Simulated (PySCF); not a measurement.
## C₆ coefficients of unlike pairs at B3LYP

Calculated with PySCF 2.14 from the dipole response of each species, C₆(A,B) = (3/π) ∫ α_A(iu) α_B(iu) du, in atomic units, from isotropic polarisabilities. For ions this is the dispersion term alone; charge-induced terms of lower order in 1/R come first.

```json
{"species": "Tc⁺", "configuration": "[Kr] 4d5 5s1 (7S)", "basis": "aug-cc-pwCVDZ-PP with ECP28MDF (6s6p5d3f)", "relativity": "core potential", "α (bohr³)": "34.51", "C₆ (like pair)": "252.6"}
{"species": "Tc²⁺", "configuration": "[Kr] 4d5 (6S)", "basis": "aug-cc-pVTZ-PP with one added diffuse shell each of s, p, d, f, g type with ECP28MDF (7s7p6d4f3g)", "relativity": "core potential", "α (bohr³)": "9.023", "C₆ (like pair)": "48.25"}
{"species": "In³⁺", "configuration": "[Kr] 4d10 (1S)", "basis": "aug-cc-pVTZ-PP with ECP28MDF (6s5p4d2f)", "relativity": "core potential", "α (bohr³)": "2.651", "C₆ (like pair)": "7.093"}
{"species": "Br", "configuration": "[Ar] 3d10 4s2 4p5 (2P)", "basis": "aug-cc-pwCVDZ-PP with ECP10MDF (6s5p4d1f)", "relativity": "core potential", "α (bohr³)": "20.13", "C₆ (like pair)": "163.4"}
```

Q: Estimate C₆ for Br with Tc²⁺.

A: The integral gives 86.50. The combination rule 2 C_A C_B / (C_A α_B/α_A + C_B α_A/α_B) gives 87.17 and the geometric mean 88.79.

No spin-orbit coupling is included.

The other pairs:

```csv
pair,C₆
"Tc²⁺, Tc⁺",102.2
"Br, In³⁺",31.17
"In³⁺, Tc⁺",35.87
"Br, Tc⁺",197.8
"In³⁺, Tc²⁺",18.17
```
